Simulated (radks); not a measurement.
Ga2+, configuration [Ar] 3d10 4s1 (the NIST ground configuration).

Method: scalar-relativistic Kohn-Sham, PBE, spin-polarised, spherical densities, finite nucleus; open shells are filled with parallel spins first; Fermi nuclear charge, rms radius 3.9973 fm; computed with a radial shooting solver on a logarithmic mesh with Libxc functionals.

Energy parts (hartree):
part                       energy
total                 -1942.95414
kinetic                1976.00802
electron-nucleus      -4660.93434
Hartree                 816.99398
exchange-correlation    -75.02180

Orbitals (lengths in bohr, moments of r in powers of bohr):
orbital  occ.  eigenvalue (hartree)     <r^2>      <r>
1s up       1             -376.6952  0.003178  0.04860
1s down     1             -376.6928  0.003178  0.04860
2s up       1             -47.13102   0.05597   0.2178
2s down     1             -47.13052   0.05597   0.2178
2p up       3             -41.12473   0.04458   0.1907
2p down     3             -41.12387   0.04458   0.1907
3s up       1              -6.19080    0.4912   0.6522
3s down     1              -6.18808    0.4904   0.6517
3p up       3              -4.38097    0.5448   0.6796
3p down     3              -4.37722    0.5429   0.6786
3d up       5              -1.44976    0.8342   0.8021
3d down     5              -1.44035    0.8140   0.7939
4s up       1              -0.98100     4.875    2.070
4s down     0              -0.92954     4.849    2.064

The highest occupied level is 4s up at -26.694 eV. The density falls to 0.001 e/bohr^3 at r = 3.29 bohr. For comparison, the ionisation energy in NIST's Atomic Spectra Database is 30.726 eV (measured). In exact Kohn-Sham theory the highest level is minus the ionisation energy, but local and semilocal functionals leave it too shallow, through self-interaction and a potential that decays too fast; potentials with the right tail come closer. Summed over all electrons, <r^2> = 17.75 bohr^2, which gives a Langevin (diamagnetic) susceptibility term of -14.1 x 10^-6 cm^3/mol.
